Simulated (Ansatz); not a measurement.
An input meant for Si17H25, a doped nanocrystal cut from the lattice of silicon (interstitial H) (charge 0, doublet; atoms displaced at random, 0.15 Å in each coordinate).

```yaml
crystal:
  periodic: [false, false, false]
  atoms:
    - {symbol: Si, position_ang: [-1.920967, -2.875886, 2.853936]}
    - {symbol: Si, position_ang: [1.346149, -3.391285, 0.065017]}
    - {symbol: Si, position_ang: [-1.991797, 2.312094, -2.592636]}
    - {symbol: Si, position_ang: [0.841381, -0.004690, -2.675911]}
    - {symbol: Si, position_ang: [-1.886839, -0.182530, -0.037038]}
    - {symbol: Si, position_ang: [0.875511, -0.068516, 2.743816]}
    - {symbol: Si, position_ang: [0.946913, 2.549455, 0.300078]}
    - {symbol: Si, position_ang: [3.928225, -0.056576, 0.041701]}
    - {symbol: Si, position_ang: [-3.109677, -1.359544, 1.344558]}
    - {symbol: Si, position_ang: [-2.920652, 1.221395, -1.187737]}
    - {symbol: Si, position_ang: [-0.401569, -1.656422, -1.522448]}
    - {symbol: Si, position_ang: [-0.313646, -1.662436, 4.212012]}
    - {symbol: Si, position_ang: [2.643048, -1.663992, 1.136977]}
    - {symbol: Si, position_ang: [-0.106683, 1.231064, -3.811764]}
    - {symbol: Si, position_ang: [-0.384101, 3.685482, -1.106881]}
    - {symbol: Si, position_ang: [2.460911, 1.163357, -1.096255]}
    - {symbol: Si, position_ang: [-0.393692, 1.210378, 1.310911]}
    - {symbol: H, position_ang: [-2.864258, -3.213611, 3.840073]}
    - {symbol: H, position_ang: [-1.030530, -3.854595, 2.322951]}
    - {symbol: H, position_ang: [2.598003, -3.431646, -1.195228]}
    - {symbol: H, position_ang: [0.516672, -3.698853, 0.765393]}
    - {symbol: H, position_ang: [-2.385480, 3.442086, -3.651836]}
    - {symbol: H, position_ang: [1.950791, -1.117223, -3.664445]}
    - {symbol: H, position_ang: [2.006424, 0.600873, 3.556972]}
    - {symbol: H, position_ang: [1.902733, 3.515489, 0.725572]}
    - {symbol: H, position_ang: [4.842600, -1.148675, -0.721952]}
    - {symbol: H, position_ang: [4.350538, 0.795478, 1.010863]}
    - {symbol: H, position_ang: [-3.627606, -1.911568, 0.536902]}
    - {symbol: H, position_ang: [-4.031895, -0.203773, 2.105323]}
    - {symbol: H, position_ang: [-3.980436, 0.312475, -2.030730]}
    - {symbol: H, position_ang: [-3.761331, 1.609599, -0.358506]}
    - {symbol: H, position_ang: [-0.866790, -2.363083, -2.230236]}
    - {symbol: H, position_ang: [0.750925, -2.451314, 5.122445]}
    - {symbol: H, position_ang: [-0.918106, -0.615487, 5.251470]}
    - {symbol: H, position_ang: [3.136103, -2.445372, 2.166039]}
    - {symbol: H, position_ang: [-1.208775, 0.375297, -4.627754]}
    - {symbol: H, position_ang: [0.584581, 2.171259, -4.589630]}
    - {symbol: H, position_ang: [0.438495, 4.659876, -1.948464]}
    - {symbol: H, position_ang: [-1.332900, 4.640341, -0.348398]}
    - {symbol: H, position_ang: [3.186569, 1.984823, -2.273564]}
    - {symbol: H, position_ang: [-1.222676, 1.366909, 2.395651]}
    - {symbol: H, position_ang: [-0.678740, 0.907224, -1.127745]}
basis:
  gaussian: {orbitals: 6-31G}
total_charge: 3
magnetization: {spin_polarized: true, initial_magnetization: 0}
hamiltonian: {xc: {name: RPBE}}
scf: {lower_state_search: light}
output: {forces: true}
```

```sh
$ ansatz run in.yaml --threads 2 --pin off --events-out ev --progress --plain --max-ram 32768MiB --backend cuda --devices 0, --max-vram 18GiB
```

Output, abridged:

```
Functional definition: RPBE
4175 factors; their error is unknown
mean field evaluation 1: about -134230.8075 eV, gradient 4.1e1 eV
mean field evaluation 2: about -133841.9969 eV, gradient 1.8e2 eV
mean field evaluation 4: about -134217.8478 eV, gradient 5.1e1 eV
mean field evaluation 8: about -134247.0237 eV, gradient 9.5e0 eV
mean field evaluation 16: about -134248.2774 eV, gradient 2.8e0 eV
mean field evaluation 32: about -134248.1381 eV, gradient 2.4e-1 eV
mean field evaluation 64: about -134248.0479 eV, gradient 1.9e0 eV
mean field evaluation 96: about -134248.1395 eV, gradient 1.7e-1 eV
mean field evaluation 128: about -134247.2207 eV, gradient 1.5e0 eV
mean field -134248.14435350 eV, -4933.5283083308 hartree, gradient 4.4e-6 eV, S^2 1.002310; 12 other end points of the search recorded, 0 dependent functions left out
reference -134248.14444451 eV, -4933.5283116752 hartree; 130, 130 occupied and 141, 141 virtual orbitals, 4175 factors
Total energy: -134248.14444451 eV, -4933.5283116752 hartree
Atom 0 force     0.748393     2.444387    -0.020203 eV/Å
Atom 1 force    12.408557     7.529335   -11.964693 eV/Å
Atom 2 force     3.936294     5.456235    -5.035932 eV/Å
Atom 3 force     6.980935    -7.739322     5.169232 eV/Å
Atom 4 force     5.718370    -1.343618    -0.509241 eV/Å
Atom 5 force     1.171370    -1.764925     1.206779 eV/Å
Atom 6 force     1.604594     0.218335    -2.130086 eV/Å
Atom 7 force     0.636879    -3.923504    -2.036504 eV/Å
Atom 8 force     5.758780     7.670324    15.427577 eV/Å
Atom 9 force    -2.923091    -4.432314    -4.171177 eV/Å
Atom 10 force     8.277366    10.629031    12.250789 eV/Å
Atom 11 force     0.622120     0.561199     1.148832 eV/Å
Atom 12 force    -2.155964     0.595027    -0.971058 eV/Å
Atom 13 force    -6.817086     3.881351    -5.344620 eV/Å
Atom 14 force    -0.745661     2.200109    -1.228730 eV/Å
Atom 15 force    -1.245261     1.367328    -2.868530 eV/Å
Atom 16 force     0.540652    -2.384964    -0.201373 eV/Å
Atom 17 force    -1.593709    -0.895892     1.256479 eV/Å
Atom 18 force     0.492843    -1.333663    -0.928571 eV/Å
Atom 19 force    -2.048724    -0.944014     1.505028 eV/Å
Atom 20 force   -11.015146    -5.456809     9.243520 eV/Å
Atom 21 force    -0.195759    -0.965802     0.879933 eV/Å
Atom 22 force    -1.156764     1.512544     1.173995 eV/Å
Atom 23 force    -0.273875     0.142479    -0.405967 eV/Å
Atom 24 force     1.043818     1.149235     1.118877 eV/Å
Atom 25 force    -0.444782     1.293968     0.489726 eV/Å
Atom 26 force     1.668900     1.988794     2.486284 eV/Å
Atom 27 force    -8.607098    -8.803088   -12.575138 eV/Å
Atom 28 force     1.007308    -1.333822    -0.769642 eV/Å
Atom 29 force     0.743057     0.456484     0.421458 eV/Å
Atom 30 force    -5.562447     3.461106     5.272742 eV/Å
Atom 31 force    -8.095631   -11.243096   -11.418203 eV/Å
Atom 32 force    -0.813612     0.404666    -0.974676 eV/Å
Atom 33 force     0.197642    -0.540607    -0.759204 eV/Å
Atom 34 force     1.455331    -1.216193     2.450755 eV/Å
Atom 35 force     0.704600     0.633402     0.293065 eV/Å
Atom 36 force     0.906471     1.563755    -1.212704 eV/Å
Atom 37 force    -0.093601    -0.388528    -0.139631 eV/Å
Atom 38 force    -0.082818    -0.493613    -0.113285 eV/Å
Atom 39 force    -0.531074    -0.269491     1.094649 eV/Å
Atom 40 force    -2.279540     1.286942     2.262799 eV/Å
Atom 41 force     0.057362    -0.972772     0.626648 eV/Å
Dipole moment:     0.101730    -0.443961    -0.231381 e Å
```

Something in this input is off. What?

The charge is far from what the species holds (3 typed, 0 meant). Self-consistency was reached. The result belongs to that input, not to the species as meant. The unrestricted singlet has broken spin symmetry (⟨S²⟩ up to 1.00).
